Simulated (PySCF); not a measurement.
Question: Give a PBE0/6-31G* geometry of `C/C=C(F)\C=C/C#N`.

Answer: 
Z-matrix in Å and degrees, rows numbered from 1:
```
C 
C   1  1.4903
C   2  1.3419  1  127.59
F   3  1.3439  2  118.20  1   179.92
C   3  1.4427  2  127.11  1    -0.12
C   5  1.3486  3  127.33  2   179.87
C   6  1.4220  5  126.65  3    -0.14
N   7  1.1626  6  175.38  5  -179.68
H   1  1.0974  2  110.42  3  -121.00
H   1  1.0973  2  110.45  3   121.35
H   1  1.0927  2  113.58  3     0.16
H   2  1.0880  1  116.91  3   179.95
H   5  1.0849  3  115.69  2    -0.13
H   6  1.0869  5  118.73  3   179.97
```

The 8 heavy atoms lie in one plane (0.003 Å rms). Of the pairs four or more bonds apart, F4···C7 is among the closest relative to their van der Waals radii: 2.72 Å, 86 % of the sum of Bondi's values. The 5 C–C bonds span 1.342 Å (C2=C3, drawn double) to 1.490 Å (C1–C2, drawn single), a spread of 0.148 Å.

The calculation used PySCF 2.14.0, PBE0/6-31G* geometry optimisation, gas phase.

Point group: Cs (tolerance 0.08 Å). No frequency check. The numbers are those of one conformer (C2–C3–C5–C6 180°).

Time: 37 s; peak memory 0.57 GiB. Hardware: an Intel Xeon Platinum 8375C at 2.90 GHz with one thread (shared host). These figures are those of the optimisation.
